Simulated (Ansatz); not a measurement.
## Which isomer of C2H7As gives these data?

These gas-phase data were calculated for one isomer of C2H7As at r2SCAN-D4/def2-SVP (harmonic, unscaled wavenumbers; equilibrium rotational constants with average atomic masses):

* rotational constants: 10.64, 6.438, 4.394 GHz
* all wavenumbers above 1500 cm⁻¹: 3163, 3162, 3158, 3157, 3043, 3041, 2172

Candidates:

(1) `CC[AsH2]`, a singlet
(2) `C[AsH]C`, a singlet

Task: Which candidate do the data belong to?

Result: Candidate (2). 6 modes lie between 2750 and 3290 cm⁻¹, one for each C–H bond, while (1) has 5.

The same quantities for all candidates:

```
     rotational constants (GHz)               wavenumbers above 1500 cm⁻¹  E above the lowest, r2SCAN-D4/def2-SVP (kcal/mol)
(1)         24.52, 3.499, 3.283  3131, 3111, 3101, 3047, 3021, 2195, 2181                                                2.5
(2)         10.64, 6.438, 4.394  3163, 3162, 3158, 3157, 3043, 3041, 2172                                                0.0
```

Each candidate is one conformer. Programs: Ansatz 0.2.0.
